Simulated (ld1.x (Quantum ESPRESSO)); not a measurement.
**Building the TM potential for zirconium (Zr) (PBE, scalar-relativistic).**

ld1.x (Quantum ESPRESSO) 7.5 input, shortened:

```
&input
   title='Zr', zed=40., rel=1, dft='PBE', iswitch=3,
   config='[Kr] 4d2 5s1.5 5p0.5'
 /
 &inputp
   pseudotype=2, tm=.true., lloc=0,
   nlcc=.true., new_core_ps=.true., rcore=1.50
 /
3
5P  2  1   0.50   0.00  3.75  3.75  0.0
4D  3  2   2.00   0.00  1.58  1.58  0.0
5S  1  0   1.50   0.00  3.15  3.15  0.0
 &test
   configts(1)='4d2 5s1.5 5p0.5'
 /
```

(1) Estimate the cutoffs (Ry, on a coarse ladder) from which the occupation-weighted sum of valence levels, in a spherical-Bessel basis at the reference potential, stays within 10 and 1 mRy of its value at 400 Ry.

(2) Does the potential have ghost states?

(3) Which valence shell sets the plane-wave cutoff?

(4) Tests: 4d2 5s2 5p0; 4d2 5s1 5p0; 4d2 5s0 5p0; 4d2.5 5s1.5 5p0; 4d1 5s2 5p1; 4d1 5s2 5p0; 4d2 5s0 5p2. Which has the largest error in its energy relative to the reference configuration, and how large is it?

Answers

(1) 35 Ry and 40 Ry.

(2) No extra level below or beside the all-electron valence levels (p, d, s, f tested).

(3) 4d: its level needs 40 Ry to come within 1 mRy, against 10 Ry for 5s.

(4) 4d1 5s2 5p1, with -159 meV (all-electron minus pseudo) on +1.50 eV.
